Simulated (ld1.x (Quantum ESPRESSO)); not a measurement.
**tantalum (Ta): TM pseudisation with PBE, scalar-relativistic reference atom.**

Input for ld1.x (Quantum ESPRESSO) 7.5:

```
&input
   title='Ta', zed=73., rel=1, dft='PBE', iswitch=3,
   config='[Xe] 4f14 5d3 6s2 6p0',
   nld=3, rlderiv=2.90, eminld=-7.0, emaxld=5.0, deld=0.02
 /
 &inputp
   pseudotype=2, tm=.true., lloc=1,
   nlcc=.false.,
   file_pseudopw='Ta.UPF', file_wfcaegen='ae.wfc', file_wfcncgen='nc.wfc', file_beta='beta', file_chi='chi'
 /
3
5S  1  0   2.00   0.00  1.40  1.40  0.0
5D  3  2   3.00   0.00  2.65  2.65  0.0
5P  2  1   6.00   0.00  2.15  2.15  0.0
 &test
   configts(1)='5s2 5p6 5d3 6s2 6p0'
 /
```

Command:

```bash
ld1.x < Ta.in > Ta.out
```

The program printed (shortened: banner, matrices, multipoles, cross overlaps and the repeated all-electron block are left out):

```
Program LD1 v.7.5
     --------------------------- All-electron run ----------------------------

     Ta
     scalar relativistic calculation

     atomic number is 73.00
     dft =PBE   lsd =0 sic =0 latt =0  beta=0.20 tr2=1.0E-14
     Exchange-correlation= PBE
                           (   1   4   3   4   0   0   0)
     mesh =1273 r(mesh) = 100.43799 a.u. xmin = -7.00 dx = 0.01250
     1 Ry =  13.60569312 eV, c = 137.03599908

     n l     nl                  e(Ry)          e(Ha)          e(eV)
     1 0     1S 1( 2.00)     -4951.7605     -2475.8802    -67372.1337
     2 0     2S 1( 2.00)      -850.7551      -425.3776    -11575.1131
     2 1     2P 1( 6.00)      -745.4767      -372.7383    -10142.7271
     3 0     3S 1( 2.00)      -194.8940       -97.4470     -2651.6676
     3 1     3P 1( 6.00)      -163.5864       -81.7932     -2225.7059
     4 0     4S 1( 2.00)       -39.7359       -19.8680      -540.6347
     4 1     4P 1( 6.00)       -29.4680       -14.7340      -400.9329
     3 2     3D 1(10.00)      -127.0809       -63.5405     -1729.0238
     5 0     5S 1( 2.00)        -5.3656        -2.6828       -73.0021
     5 1     5P 1( 6.00)        -2.8957        -1.4479       -39.3986
     4 2     4D 1(10.00)       -16.3309        -8.1655      -222.1936
     4 3     4F 1(14.00)        -1.8157        -0.9079       -24.7045
     5 2     5D 1( 3.00)        -0.2639        -0.1320        -3.5906
     6 0     6S 1( 2.00)        -0.4000        -0.2000        -5.4422
     6 1     6P 1( 0.00)        -0.1023        -0.0511        -1.3912

     final scf error:  1.8E-15 reached in  29 iterations

     Etot =  -31209.127620 Ry,  -15604.563810 Ha, -424621.813034 eV

     Ekin =   34296.311234 Ry,   17148.155617 Ha,  466625.085903 eV
     Encl =  -77083.937461 Ry,  -38541.968731 Ha,-1048780.397810 eV
     Eh   =   12208.679052 Ry,    6104.339526 Ha,  166107.540615 eV
     Exc  =    -630.180445 Ry,    -315.090222 Ha,   -8574.041741 eV

     normalization and overlap integrals

     s(1S/1S) =  1.000000  <r> =   0.0187  <r2> =    0.0005  r(max) =   0.0116
     s(2S/2S) =  1.000000  <r> =   0.0789  <r2> =    0.0074  r(max) =   0.0670
     s(2P/2P) =  1.000000  <r> =   0.0706  <r2> =    0.0061  r(max) =   0.0549
     s(3S/3S) =  1.000000  <r> =   0.2048  <r2> =    0.0479  r(max) =   0.1891
     s(3P/3P) =  1.000000  <r> =   0.2049  <r2> =    0.0487  r(max) =   0.1868
     s(4S/4S) =  1.000000  <r> =   0.4587  <r2> =    0.2376  r(max) =   0.4262
     s(4P/4P) =  1.000000  <r> =   0.4877  <r2> =    0.2706  r(max) =   0.4480
     s(3D/3D) =  1.000000  <r> =   0.1856  <r2> =    0.0404  r(max) =   0.1529
     s(5S/5S) =  1.000000  <r> =   1.1000  <r2> =    1.3609  r(max) =   0.9847
     s(5P/5P) =  1.000000  <r> =   1.2940  <r2> =    1.9028  r(max) =   1.1298
     s(4D/4D) =  1.000000  <r> =   0.5231  <r2> =    0.3173  r(max) =   0.4593
     s(4F/4F) =  1.000000  <r> =   0.6395  <r2> =    0.5210  r(max) =   0.4424
     s(5D/5D) =  1.000000  <r> =   2.2575  <r2> =    6.3202  r(max) =   1.5833
     s(6S/6S) =  1.000000  <r> =   3.2994  <r2> =   12.4368  r(max) =   2.7789
     s(6P/6P) =  1.000000  <r> =   4.9596  <r2> =   28.8401  r(max) =   3.8944

     ------------------------ End of All-electron run ------------------------

     --------------------- Generating NC pseudopotential ---------------------

      Generating local pot.: lloc=1, matching radius rcloc =   2.1500

      Wfc   5S  rcut= 1.397  Using Troullier-Martins method

      Wfc   5D  rcut= 2.677  Using Troullier-Martins method

     ------------------- End of pseudopotential generation -------------------

     Computing logarithmic derivative in   2.90319

       Warning: n=1, l=0 expected 0 nodes, found 1
       Setting wfc to zero for this iteration
       (This warning will only be printed once per wavefunction)

     Computing logarithmic derivative in   2.90319
     Computing the partial wave expansion
     R is outside the sphere for l=    0 j= 0.00
       no projector for channel:   1
     R is outside the sphere for l=    2 j= 0.00

     ---------------------- Testing the pseudopotential ----------------------

     Ta
     scalar relativistic calculation

     atomic number is 73.00   valence charge is 13.00
     dft =PBE   lsd =0 sic =0 latt =0  beta=0.20 tr2=1.0E-14
     mesh =1273 r(mesh) = 100.43799 xmin = -7.00 dx = 0.01250

     n l     nl             e AE (Ry)        e PS (Ry)    De AE-PS (Ry)
     1 0     5S   1( 2.00)       -5.36556       -5.36558        0.00002
     2 1     5P   1( 6.00)       -2.89574       -2.89574       -0.00000
     3 2     5D   1( 3.00)       -0.26390       -0.26390        0.00000
     2 0     6S   1( 2.00)       -0.40000       -0.39900       -0.00099
     3 1     6P   1( 0.00)       -0.10225       -0.11231        0.01006  !

     eps = 6.8E-15  iter = 27

     Etot =  -31209.127620 Ry,  -15604.563810 Ha, -424621.813034 eV
     Etotps =  -116.005831 Ry,     -58.002915 Ha,   -1578.339730 eV

     Ekin =      34.537340 Ry,      17.268670 Ha,     469.904453 eV
     Encl =    -227.549597 Ry,    -113.774799 Ha,   -3095.969993 eV
     Ehrt =      90.184633 Ry,      45.092316 Ha,    1227.024437 eV
     Ecxc =     -12.945876 Ry,      -6.472938 Ha,    -176.137614 eV
     Epseu=      -0.232330 Ry,      -0.116165 Ha,      -3.161014 eV

     ---------------------- End of pseudopotential test ----------------------
```

Note: ghost state, extra bound levels that the all-electron valence spectrum of the same l lacks: s at -470.7 eV. A true bound ghost makes a file unfit for plane-wave use.

Generation and configuration tests took about 2.6 s on one core of a shared server CPU.
